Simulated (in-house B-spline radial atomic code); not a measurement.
A fraction x of an electron is moved 2s → 2p in neutral oxygen, starting from [He] 2s2 2p4 and keeping the highest spin. All numbers are computed (scalar-relativistic (X2C) PW91, spin-polarised, spherical fractional occupations; Fermi nucleus of rms radius 2.6991 fm) with a radial B-spline atomic code at the basis-set limit, not measured.

| x | E(x) - E(0) (eV) | 2s down level (eV) | 2p down level (eV) |
| --- | --- | --- | --- |
| 0 | 0.0000 | -22.018 | -7.256 |
| 0.125 | 1.8446 | -22.064 | -7.313 |
| 0.25 | 3.6877 | -22.109 | -7.369 |
| 0.375 | 5.5295 | -22.153 | -7.425 |
| 0.5 | ? | ? | ? |
| 0.625 | 9.2088 | -22.240 | -7.534 |
| 0.75 | ? | ? | ? |
| 0.875 | 12.8825 | -22.324 | -7.640 |
| 1 | 14.7172 | - | -7.693 |

What belongs in the row x = 0.5?

An energy change of 7.3698 eV; 2s down at -22.197 eV, 2p down at -7.479 eV.

What belongs in the row x = 0.75?

An energy change of 11.0463 eV; 2s down at -22.282 eV, 2p down at -7.587 eV.

Check Janak's theorem between x = 0.125 and 0.25.

The slope of the energy is 14.74 eV; the orbital levels give 14.75 eV (ε of the receiving orbital less ε of the emptying one, averaged over the two points).
